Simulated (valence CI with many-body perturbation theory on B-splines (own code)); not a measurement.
**I48+: magnetic and hyperfine properties of the levels**

Calculated by relativistic CI+MBPT: three valence electrons over a frozen Dirac-Fock core [He], a basis of 11 s, 11 p, 9 d, 7 f, 5 g, 2 h, 1 i functions for each j, with the one-electron correlation potential Σ1 (screened to all orders), the two-electron term Σ2, the three-electron term Σ3, Breit, model QED; selected single and double excitations, second order for the rest (own B-spline code, finite nucleus).

No measured spectrum was set against this ion. As an estimate, large intervals hold to a few tenths of a per cent, small ones and those within an open d or f shell to about a per cent.

A/g_I is the dipole constant over the nuclear g factor μ/I (μ in nuclear magnetons, uniformly magnetised nucleus), B/Q the quadrupole constant per barn. Both hold the static response of the core; the bare values leave it out. Large factors of s and p1/2 electrons are usually good to 5 to 10 %; those of open d and f shells near neutrality can be off by tens of per cent, and small factors of p3/2, d and f electrons come from cancelling terms and can be off by a factor of two or in sign, in half-filled shells by more. B is blank for J = 1/2, where it vanishes, and for nearly pure S terms. Energies count from the lowest level.

Levels are named by their leading jj configuration (3d3/2^4 stands for four electrons in 3d with j = 3/2), which in mixed levels can hold well under half, so a name can repeat and another be missing. Letters in brackets count levels of one name in rising energy.

| Level | E (eV) | g | A/g_I (MHz) | A/g_I bare | B/Q (MHz/b) | B/Q bare |
| --- | --- | --- | --- | --- | --- | --- |
| (2s^2 2p1/2) J=1/2 | 0.0 | 0.642 | 1910000 | 1900000 |  |  |
| (2s 2p1/2^2) J=1/2 | 158.8 | 2.186 | 5710000 | 5640000 |  |  |
| (2s^2 2p3/2) J=3/2 | 330.1 | 1.316 | 292000 | 300000 | 556000 | 558000 |
| (2s 2p1/2 2p3/2) J=3/2 [a] | 440.9 | 1.658 | 1490000 | 1490000 | 440000 | 441000 |
| (2s 2p1/2 2p3/2) J=5/2 | 472.0 | 1.355 | 1730000 | 1710000 | 362000 | 363000 |
| (2s 2p1/2 2p3/2) J=3/2 [b] | 521.1 | 0.963 | 17400 | 31900 | 356000 | 357000 |
| (2s 2p1/2 2p3/2) J=1/2 | 521.6 | 1.212 | -1880000 | -1830000 |  |  |
| (2p1/2^2 2p3/2) J=3/2 | 691.5 | 1.362 | 259000 | 276000 | 511000 | 512000 |
| (2s 2p3/2^2) J=5/2 | 789.2 | 1.407 | 1430000 | 1420000 | 192000 | 193000 |
| (2s 2p3/2^2) J=1/2 | 861.3 | 1.879 | 5910000 | 5830000 |  |  |
| (2s 2p3/2^2) J=3/2 | 862.4 | 1.192 | -821000 | -792000 | -132000 | -133000 |
| (2p1/2 2p3/2^2) J=3/2 | 990.7 | 1.437 | -47500 | -26500 | 72200 | 72300 |
| (2p1/2 2p3/2^2) J=5/2 | 1010.1 | 1.181 | 604000 | 612000 | -2310 | -2310 |
| (2p1/2 2p3/2^2) J=1/2 | 1047.6 | 0.642 | 1920000 | 1900000 |  |  |
| (2p3/2^3) J=3/2 | 1352.9 | 1.284 | 286000 | 299000 | -581000 | -582000 |
| (2s^2 3s) J=1/2 | 4969.7 | 1.993 | 1740000 | 1720000 |  |  |
| (2s^2 3p1/2) J=1/2 | 5024.8 | 0.670 | 562000 | 558000 |  |  |
| (2s 2p1/2 3s) J=1/2 [a] | 5077.6 | 2.390 | 3350000 | 3310000 |  |  |
| (2s 2p1/2 3s) J=3/2 | 5092.9 | 1.538 | 2820000 | 2790000 | -55400 | -55500 |
| (2s 2p1/2 3s) J=1/2 [b] | 5115.4 | 0.739 | 2970000 | 2940000 |  |  |
| (2s 2p1/2 3p1/2) J=1/2 [a] | 5124.3 | 0.262 | -371000 | -360000 |  |  |
| (2s^2 3p3/2) J=3/2 | 5126.4 | 1.362 | 439000 | 437000 | 118000 | 118000 |
| (2s 2p1/2 3p1/2) J=3/2 | 5142.4 | 1.108 | 2630000 | 2600000 | -82000 | -82100 |
| (2s^2 3d3/2) J=3/2 | 5166.3 | 0.817 | 201000 | 200000 | 16400 | 16700 |
| (2s 2p1/2 3p1/2) J=1/2 [b] | 5170.5 | 2.003 | 5920000 | 5850000 |  |  |
| (2s^2 3d5/2) J=5/2 | 5192.4 | 1.194 | 38500 | 38300 | 43900 | 44300 |
| (2s 2p1/2 3p3/2) J=3/2 [a] | 5230.1 | 1.406 | 317000 | 316000 | 156000 | 156000 |
| (2s 2p1/2 3p3/2) J=1/2 | 5242.7 | 1.405 | -1520000 | -1490000 |  |  |
| (2s 2p1/2 3p3/2) J=5/2 | 5251.3 | 1.341 | 1590000 | 1570000 | 60200 | 60200 |
| (2s 2p1/2 3p3/2) J=3/2 [b] | 5254.3 | 1.245 | 876000 | 869000 | 108000 | 108000 |
| (2s 2p1/2 3d3/2) J=3/2 [a] | 5262.0 | 0.554 | -526000 | -517000 | 39300 | 39600 |
| (2s 2p1/2 3d3/2) J=5/2 | 5281.7 | 1.037 | 1390000 | 1370000 | -43700 | -43600 |
| (2p1/2^2 3s) J=1/2 | 5291.1 | 1.890 | 752000 | 746000 |  |  |
| (2s 2p1/2 3d3/2) J=1/2 | 5292.2 | 0.434 | -2040000 | -2020000 |  |  |
| (2s 2p1/2 3d3/2) J=3/2 [b] | 5296.3 | 1.232 | 1430000 | 1410000 | 66300 | 66500 |
| (2s 2p1/2 3d5/2) J=5/2 [a] | 5299.4 | 1.335 | 556000 | 549000 | 30900 | 31300 |
| (2s 2p1/2 3d5/2) J=7/2 | 5317.6 | 1.243 | 1130000 | 1120000 | -70000 | -69800 |
| (2s 2p1/2 3d5/2) J=3/2 | 5328.1 | 1.060 | -1290000 | -1270000 | 8610 | 8860 |
| (2s 2p1/2 3d5/2) J=5/2 [b] | 5328.1 | 1.050 | 133000 | 133000 | 110000 | 111000 |
| (2p1/2^2 3p1/2) J=1/2 | 5328.6 | 0.623 | 103000 | 104000 |  |  |

(1) Take the isotope of mass number 129, with I = 7/2, μ = 2.6165 μN and Q = -0.483 b. What is the hyperfine structure of (2s 2p1/2 2p3/2) J=5/2?

Results:

(1) From the table A = 1290000 MHz, B = -175000 MHz. Shifts from the centre of gravity in MHz: F = 1: -1.46e+07, F = 2: -1.20e+07, F = 3: -8050000, F = 4: -2850000, F = 5: 3590000, F = 6: 1.12e+07.
